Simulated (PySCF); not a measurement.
C₂H₅NO₂Si, SMILES O[Si@@H]1C=NCO1.

Geometry: B3LYP-D3(BJ)/def2-SVP. The structure was generated by enumeration; whether it is a known compound was not checked. The values are those of a single conformer.

Method: TDA-LC-ωPBE/def2-SVPD (PySCF).

Vertical excitations. Isolated molecule, no solvent.

Computed UV-visible absorptions:
```csv
state,energy (eV),λ (nm),f,main pairs
S1,4.69,265,0.000,HOMO→LUMO 87 %
S2,7.14,174,0.138,HOMO−1→LUMO 89 %
S3,7.59,163,0.012,"HOMO−3→LUMO 50 %, HOMO−2→LUMO 31 %"
S4,7.86,158,0.009,"HOMO→LUMO+1 51 %, HOMO→LUMO+2 21 %, HOMO→LUMO+5 9 %"
S5,8.18,152,0.034,"HOMO→LUMO+2 39 %, HOMO→LUMO+1 20 %, HOMO→LUMO+3 8 %"
S6,8.32,149,0.126,"HOMO−2→LUMO 34 %, HOMO−3→LUMO 20 %, HOMO→LUMO+3 13 %, HOMO→LUMO+2 8 %"
S7,8.51,146,0.002,"HOMO−1→LUMO+1 44 %, HOMO−1→LUMO+2 33 %"
S8,8.66,143,0.035,"HOMO→LUMO+3 38 %, HOMO−5→LUMO 16 %, HOMO−2→LUMO 12 %, HOMO−7→LUMO 6 %"
S9,8.77,141,0.054,"HOMO−4→LUMO 33 %, HOMO−7→LUMO 25 %, HOMO−3→LUMO 9 %, HOMO→LUMO+3 9 %"
S10,9.12,136,0.069,"HOMO−1→LUMO+2 18 %, HOMO−7→LUMO 12 %, HOMO−1→LUMO+1 10 %, HOMO−4→LUMO+1 7 %"
T1,3.70,335,0,HOMO→LUMO 84 %
T2,4.54,273,0,"HOMO−2→LUMO 33 %, HOMO−1→LUMO 30 %, HOMO−3→LUMO 16 %"
T3,6.89,180,0,"HOMO−1→LUMO 43 %, HOMO−2→LUMO 40 %"
T4,7.11,174,0,"HOMO−3→LUMO 63 %, HOMO−1→LUMO 19 %"
```
Triplets are in the Tamm–Dancoff approximation.
